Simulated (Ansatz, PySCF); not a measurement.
1-hydroxysiletane (C3H8OSi), SMILES O[SiH]1CCC1. Atoms are numbered in the order given.

```xyz
13

O      1.9179     0.7506    -0.2837
Si     0.5261     0.1382     0.3987
C     -1.1369     0.8529    -0.1147
C     -1.6380    -0.6183    -0.1369
C     -0.2997    -1.3785    -0.3527
H      2.6677     0.8918     0.2992
H      0.7170     0.0449     1.8836
H     -1.6994     1.5618     0.5088
H     -1.0751     1.2588    -1.1382
H     -2.0685    -0.8841     0.8426
H     -2.4124    -0.8282    -0.8928
H     -0.0605    -1.4481    -1.4270
H     -0.2204    -2.3819     0.0886
```

Geometry optimised at PBE0-D3(BJ)/def2-SVP. One conformer was computed; it need not be the lowest.

Two levels are set side by side: PBE-D3(BJ)/def2-SVP (Ansatz, a quantum-chemistry and plane-wave program) and PBE0-D3(BJ)/def2-SVP (Ansatz). Each level has its own optimised geometry; the coordinates shown are those of the second. Frequencies come from the Hessian of PySCF at each geometry. Differences are taken from unrounded values.

```csv
quantity,PBE0-D3(BJ)
mean bond length (Å),1.354
bond O1–Si2 (Å),1.667
bond Si2–C3 (Å),1.881
bond Si2–C5 (Å),1.883
bond C3–C4 (Å),1.554
bond C4–C5 (Å),1.554
bond O1–H6 (Å),0.960
bond Si2–H7 (Å),1.500
bond C3–H8 (Å),1.099
bond C3–H9 (Å),1.103
bond C4–H10 (Å),1.102
bond C4–H11 (Å),1.102
bond C5–H12 (Å),1.103
bond C5–H13 (Å),1.099
highest harmonic wavenumber (cm⁻¹),3953
mean harmonic wavenumber (cm⁻¹),1395
zero-point energy (kcal/mol),65.82
```

Question: What does PBE-D3(BJ) give, and how far is it from PBE0-D3(BJ)? (The exact figures need the calculation; the answer reports its results.)

Answer: 
```
quantity                            PBE-D3(BJ)  PBE-D3(BJ) minus PBE0-D3(BJ)
----------------------------------  ----------  ----------------------------
mean bond length (Å)                     1.365                         0.011
bond O1–Si2 (Å)                          1.685                         0.018
bond Si2–C3 (Å)                          1.893                         0.012
bond Si2–C5 (Å)                          1.900                         0.017
bond C3–C4 (Å)                           1.564                         0.010
bond C4–C5 (Å)                           1.564                         0.009
bond O1–H6 (Å)                           0.972                         0.012
bond Si2–H7 (Å)                          1.512                         0.012
bond C3–H8 (Å)                           1.107                         0.008
bond C3–H9 (Å)                           1.111                         0.008
bond C4–H10 (Å)                          1.110                         0.008
bond C4–H11 (Å)                          1.111                         0.008
bond C5–H12 (Å)                          1.111                         0.008
bond C5–H13 (Å)                          1.107                         0.008
highest harmonic wavenumber (cm⁻¹)        3781                          -172
mean harmonic wavenumber (cm⁻¹)           1350                           -45
zero-point energy (kcal/mol)             63.70                         -2.12
```

GGA bonds tend to be longer and softer than those of functionals with exact exchange. Differences between two approximate levels are no errors against the true value.
